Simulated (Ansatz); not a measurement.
`N#[C][SnH]([F])[F]` → `[F][Sn][F]` + `C#N` at 400 K and 1 bar (stannylene formation by 1,1-elimination).

Calculated with Ansatz (gas phase, PBE0-D4/def2-TZVP geometries, no zero-point term in ΔE). CBS: MP2 limit from def2 TZ/QZ plus the TZ coupled-cluster correction, frozen cores. This one scheme is used for every species. Elements past krypton have def2 core potentials. For Sn outer-core shells are correlated without core-valence functions, which leaves a few kJ/mol of doubt a bond.

```json
{"species": "`N#[C][SnH]([F])[F]`", "CCSD(T)/CBS energy (Eh)": "-507.00240", "H − E (kJ/mol)": "79.1", "S (J/(mol·K))": "378.1"}
{"species": "`[F][Sn][F]`", "CCSD(T)/CBS energy (Eh)": "-413.70076", "H − E (kJ/mol)": "25.8", "S (J/(mol·K))": "297.0"}
{"species": "`C#N`", "CCSD(T)/CBS energy (Eh)": "-93.32098", "H − E (kJ/mol)": "56.1", "S (J/(mol·K))": "211.9"}
```

H − E and S are ideal-gas, rigid-rotor, harmonic terms from PBE0-D4/def2-TZVP. 1 Eh = 2625.50 kJ/mol, R = 8.31446 J/(mol·K).

Q: By hand: ΔE, ΔH, ΔS and ΔG.

A: ΔE = (-413.70076) + (-93.32098) − (-507.00240) = -0.01934 Eh = -50.8 kJ/mol. Δ(H − E) = 25.8 + 56.1 − 79.1 = 2.8, so ΔH = -48.0 kJ/mol. ΔS = 297.0 + 211.9 − 378.1 = 130.8 J/(mol·K). ΔG = -48.0 − 400 × (130.8)/1000 = -100.3 kJ/mol.

Q: By hand: the equilibrium constant, and the temperature at which ΔG would vanish if ΔH and ΔS stayed fixed.

A: log₁₀ K = −ΔG/(RT ln 10) = 13.1. ΔH and −TΔS have one sign here, so there is no such temperature.

The number of gas molecules changes by +1, which sets the sign of ΔS. A doubt of 5 kJ/mol in ΔE shifts log₁₀ K by 0.7 here. These are equilibria of isolated gas molecules and say nothing of rates. Largest T1 diagnostic: 0.017 (customary marks: 0.02 for closed shells, 0.045 for open ones).
